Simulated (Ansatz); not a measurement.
Al3Ni. Total charge 0; doublet. Geometry r2SCAN-D4/def2-SVP.

```csv
atom,x (Å),y (Å),z (Å)
Ni1,-0.703,0.164,-0.960
Al2,-0.923,0.363,1.238
Al3,0.415,-1.529,-0.065
Al4,1.211,1.002,-0.213
```

At HF/STO-3G, HF/def2-TZVP the charge 0 doublet is spin-contaminated (final ⟨S²⟩ up to 3.12, 0.75 for a pure state). The structure comes from a short search, and lower isomers may exist.

**Question.** Estimate the α-spin orbital energies around the gap (eV) in Ansatz with HF/STO-3G, HF/def2-TZVP, PBE-D4/def2-TZVP, PBE-D4/def2-TZVPD, PBE0-D4/def2-SVP.

**Answer.** 
```csv
orbital,HF/STO-3G,HF/def2-TZVP,PBE-D4/def2-TZVP,PBE-D4/def2-TZVPD,PBE0-D4/def2-SVP
HOMO−5,-8.69,-14.84,-5.88,-5.89,-7.22
HOMO−4,-8.05,-14.70,-5.88,-5.89,-7.22
HOMO−3,-6.89,-10.14,-5.49,-5.50,-6.73
HOMO−2,-3.78,-9.19,-5.49,-5.50,-6.72
HOMO−1,-3.53,-7.18,-5.29,-5.30,-5.90
HOMO,-1.58,-6.59,-3.90,-3.91,-4.71
LUMO,5.88,-0.08,-3.25,-3.27,-2.69
LUMO+1,6.87,0.39,-3.25,-3.27,-2.69
LUMO+2,7.13,0.84,-2.26,-2.29,-1.59
LUMO+3,12.22,0.89,-2.25,-2.29,-1.59
LUMO+4,13.63,1.38,-1.49,-1.55,-0.85
LUMO+5,14.10,2.75,-0.16,-0.29,0.72
β HOMO,-1.48,-6.89,-5.16,-5.17,-5.70
β LUMO,5.31,-0.08,-3.31,-3.33,-2.45
```
